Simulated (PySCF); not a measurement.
## Polarisability and C₆ of Co (cobalt, neutral)

[Ar] 3d7 4s2, high-spin 4F determinant. Computed with PySCF 2.14 in aug-cc-pVTZ with one added diffuse shell each of s, p, d, f, g type (9s8p6d4f3g, 118 functions), with the non-relativistic Hamiltonian (point nucleus). Coupled (time-dependent) response in atomic units; α is the mean over directions.

```
method  mean α (bohr³)  C₆ (like pair)  S(−4)
   UHF           73.75           681.7   3724
   PBE           55.41           473.7   1630
```

S(−4) is the Cauchy moment in α(ω) = α(0) + S(−4) ω² + …

Reference α: 55 ± 4 bohr³ (recommended; Schwerdtfeger and Nagle, table of static dipole polarizabilities (2023 update)). Published C₆: 408.0 (Chu and Dalgarno (2004); Tang, Norbeck and Certain (1976)).

Hartree-Fock lies above the reference because it lacks correlation, which contracts the outer shell.

α(iu) at PBE:

| u (hartree) | α(iu) (bohr³) |
| --- | --- |
| 0 | 55.41 |
| 0.0500 | 51.67 |
| 0.100 | 43.32 |
| 0.200 | 27.43 |
| 0.300 | 17.93 |
| 0.500 | 9.445 |
| 0.750 | 5.523 |
| 1.00 | 3.782 |
| 1.50 | 2.229 |
| 2.00 | 1.528 |
| 3.00 | 0.8805 |
| 5.00 | 0.4180 |
